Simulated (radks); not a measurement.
Neutral scandium inside a hard spherical wall (all orbitals vanish at R), configuration held at [Ar] 3d1 4s2 and not refilled when levels cross. All-electron calculation, non-relativistic Kohn-Sham, PBEsol, spin-polarised, spherical densities, point nucleus; open shells are filled with parallel spins first. Program: a radial shooting solver on a logarithmic mesh with Libxc functionals. Eigenvalues in eV for spin up, with the zero of energy where the potential of the charges vanishes at infinity; a dash marks a level that is unbound or too diffuse for the functional's potential to be trusted. A positive occupied level is held by the wall or, in an anion where self-interaction has pushed it up, behind a barrier. The pressure on the wall is -dE/dV.

R (bohr)  E (hartree)  kinetic (hartree)    e(3s)    e(3p)   e(4s)   e(3d)  e(4p, empty)  e(5s, empty)  pressure (GPa)
free       -759.49067            758.671  -54.576  -33.848  -4.280  -3.676        -1.523             -               0
15         -759.49066            758.671  -54.575  -33.847  -4.279  -3.675        -1.518         0.345        < 0.0001
12         -759.49050            758.673  -54.557  -33.830  -4.266  -3.659        -1.477         1.012         0.00302
10         -759.48926            758.683  -54.469  -33.742  -4.200  -3.578        -1.333         2.208          0.0341
8          -759.47992            758.744  -54.057  -33.333  -3.866  -3.207        -0.750         5.270           0.393
7          -759.46156            758.840  -53.505  -32.788  -3.364  -2.712         0.036         8.557            1.38
6          -759.41200            759.056  -52.458  -31.760  -2.249  -1.767         1.664        14.544            5.11
5          -759.27384            759.562  -50.538  -29.888   0.360   0.033         5.232        26.288            21.0
4          -758.85202            760.925  -46.965  -26.427   7.222   3.695        13.970        52.033             107
3          -757.23640            765.971  -38.937  -18.449  29.724  13.082        40.059        119.78             833
2          -747.43117            794.447   -9.055   13.472  134.94  49.751        148.90        366.47           14000
